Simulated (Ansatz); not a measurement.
The molecule F2+, multiplicity 4 (an upper state: multiplicity 2 came lower at CCSD(T)/def2-TZVPP on PBE0 minima).

The constants come from a fifth-degree fit in 1/R (seven points, main isotopes). Runs in def2 and cc sets follow the lowest solution found near the PBE0 minimum.

Run with Ansatz (Gaussian basis) for Hartree–Fock, density functionals and correlated methods. 

Energies at PBE0/def2-TZVPP:

| R (Å) | E (hartree) |
|---|---|
| 1.718715 | -198.79735065 |
| 1.764917 | -198.79888229 |
| 1.807423 | -198.79960785 |
| 1.855473 | -198.79980606 |
| 1.903523 | -198.79949723 |
| 1.958965 | -198.79868201 |
| 2.023648 | -198.79731228 |

Problem. With a reduced mass of 9.4992 u, find the minimum, the force constant and the constants.

Solution. A fifth-degree polynomial in 1/R puts the minimum at r_e = 1.8481 Å with force constant 99.6 N/m. Then ω_e = (1/2πc)√(k/μ) = 422 cm⁻¹ and B_e = h/(8π²cμr_e²) = 0.5196 cm⁻¹; the cubic and quartic terms give α_e = 0.010 and ω_e x_e = 7.8 cm⁻¹.

Ansatz is a program for electronic structure.
